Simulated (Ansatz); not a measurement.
Reaction (cleavage of the Si–Si bond): `C=C[SiH2][SiH](F)F` + `O[SiH2]O` → `O[SiH2]O[SiH](F)F` + `C=C[SiH3]`

Isolated molecules relaxed with PBE0-D4/def2-TZVP in Ansatz; ΔE leaves out vibrations. CCSD(T)/CBS adds triple-zeta CCSD(T) − MP2 to the extrapolated MP2 energy (def2 sets, frozen cores). Functionals use def2-TZVPP. B3LYP here is the variant with VWN-RPA as its local correlation; programs differ in this. One conformer a species, not always the lowest.

`C=C[SiH2][SiH](F)F`:

Z-matrix (Å, degrees):
```
Si
C 1 1.860
Si 1 2.346 2 109.0
H 1 1.488 2 111.7 3 -119.5
H 1 1.488 2 109.5 3 118.9
C 2 1.330 1 123.3 3 -112.4
H 2 1.089 1 118.3 3 66.1
F 3 1.595 1 110.7 2 -174.0
F 3 1.596 1 109.0 2 -56.8
H 3 1.483 1 115.9 2 63.8
H 6 1.086 2 121.9 1 -1.7
H 6 1.086 2 122.0 1 178.6
```

`O[SiH2]O`:

Z-matrix (Å, degrees):
```
Si
O 1 1.642
O 1 1.642 2 113.5
H 1 1.481 2 111.5 3 116.9
H 1 1.481 2 103.8 3 -121.2
H 2 0.958 1 117.7 3 -66.0
H 3 0.958 1 117.7 2 -66.0
```

`O[SiH2]O[SiH](F)F`:

Cartesian coordinates in Å:
```
O 1.367 1.916 0.120
Si 0.727 0.779 -0.864
O -0.448 -0.073 -0.099
Si -0.982 -1.309 0.767
F -2.023 -2.133 -0.090
F 0.209 -2.291 1.113
H 0.856 2.705 0.306
H 0.080 1.398 -2.044
H 1.839 -0.124 -1.217
H -1.626 -0.868 2.007
```

`C=C[SiH3]`:

Z-matrix (Å, degrees):
```
Si
C 1 1.859
H 1 1.488 2 110.8
H 1 1.487 2 109.0 3 -120.3
H 1 1.488 2 110.8 3 119.3
C 2 1.330 1 123.1 3 120.2
H 2 1.089 1 118.8 3 -59.8
H 6 1.087 2 122.2 1 -180.0
H 6 1.087 2 121.7 1 0.0
```

(1) Is it downhill or uphill in electronic energy at CCSD(T)/CBS, and by how much? (Estimate.)

(2) What do these levels give: B3LYP-D4, ωB97X-V, ωB97M-V, r2SCAN, PBE0, B3LYP, HF/def2-TZVPP, MP2/def2-TZVPP, CCSD/def2-TZVPP, HF/def2-QZVPP, SCS-MP2/def2-QZVPP, HF/CBS(def2)? (An estimate is asked.)

Largest T1 diagnostic among the species: 0.013.

## Answers

(1) Ansatz gave: Downhill: ΔE = -153.0 kJ/mol.

(2) Ansatz gave: B3LYP-D4 -149.1, ωB97X-V -147.2, ωB97M-V -153.6, r2SCAN -147.0, PBE0 -134.7, B3LYP -149.3, HF/def2-TZVPP -181.4, MP2/def2-TZVPP -159.6, CCSD/def2-TZVPP -158.9, HF/def2-QZVPP -184.4, SCS-MP2/def2-QZVPP -162.7, HF/CBS(def2) -184.8 kJ/mol.

From PBE to PBE0 (25 % exact exchange), in def2-TZVPP and without D4, ΔE moves by −12.7 kJ/mol. In def2-TZVPP, CCSD(T) changes the Hartree–Fock value by +26.7 kJ/mol (the triples alone add +4.2 kJ/mol) and MP2 by +21.8 kJ/mol.
